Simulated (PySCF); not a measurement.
CH$_{3}$Cl$_{2}$Ga, SMILES `[CH3][Ga]([Cl])[Cl]`, neutral singlet in the gas phase. 

Cartesian coordinates (Å):
```xyz
7

C     -1.0178    -0.0266    -0.0166
Ga     0.9383     0.0169     0.0022
Cl     2.1596    -1.7574     0.0431
Cl     2.0654     1.8532     0.0014
H     -1.3667    -1.0049    -0.3406
H     -1.3837     0.1698     0.9917
H     -1.3951     0.7490    -0.6811
```
Charge 0, multiplicity 1.

All levels are single points at this geometry (B3LYP-D3(BJ)/def2-TZVP); Pople sets use spherical d functions. Orbital energies aren't observables, and empty levels follow the basis.

BP86/6-31G* in PySCF gives HOMO (eV) = -7.52.

Estimate the HOMO (eV) from each of these levels: PBE-D3(BJ)/def2-TZVP in PySCF; ωB97X-D3(BJ)/def2-TZVP in PySCF; B3LYP/3-21G in PySCF; B3LYP/LANL2DZ in PySCF; HF/3-21G in PySCF.


```
level                            HOMO (eV)
-------------------------------  ---------
PBE-D3(BJ)/def2-TZVP in PySCF        -7.46
ωB97X-D3(BJ)/def2-TZVP in PySCF     -11.20
B3LYP/3-21G in PySCF                 -8.55
B3LYP/LANL2DZ in PySCF               -8.74
HF/3-21G in PySCF                   -11.95
```
